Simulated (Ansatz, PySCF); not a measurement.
This Ansatz (a quantum-chemistry and plane-wave program) input computes a r2SCAN/def2-TZVPD energy:

Ansatz 0.2 input:
```yaml
crystal:
  periodic: [false, false, false]
  atoms:
    - {symbol: Si, position_ang: [-1.39887271, -0.16414786, 0.47656893]}
    - {symbol: Ge, position_ang: [0.71829352, 0.06818890, -0.28933928]}
    - {symbol: H, position_ang: [-2.04104576, 0.15862180, 1.79913044]}
    - {symbol: H, position_ang: [-2.52328256, -0.73141747, -0.34729843]}
    - {symbol: H, position_ang: [1.16315373, 0.68882081, 1.13506005]}
basis:
  gaussian:
    orbitals: def2-TZVPD
hamiltonian:
  xc: {name: r2SCAN}
total_charge: -1
output: {forces: true}
```

Q: Write an input for the same energy in PySCF and say what it gives.

A: 
```python
from pyscf import gto, scf, dft

mol = gto.M(
    atom='''
    Si   -1.39887271   -0.16414786    0.47656893
    Ge    0.71829352    0.06818890   -0.28933928
    H    -2.04104576    0.15862180    1.79913044
    H    -2.52328256   -0.73141747   -0.34729843
    H     1.16315373    0.68882081    1.13506005
    ''',
    basis='def2-tzvpd',
    charge=-1,
    spin=0,
    verbose=4,
)

mf = dft.RKS(mol, xc='r2scan').density_fit(auxbasis='def2-universal-jkfit')
mf.grids.level = 4
mf.conv_tol = 1e-9
mf.max_cycle = 100
mf.max_memory = 1500
mf.kernel()
if not mf.converged:
    mf = mf.newton()
    mf.kernel(mf.make_rdm1())
mf.analyze()
```
It gives -2368.26794 Eh, and Ansatz -2368.26782 Eh, a difference of 0.12 mEh, from the treatment of integrals and grids.

It need not be the lowest isomer of its formula. Whether it binds its extra electron was not tested at this geometry.
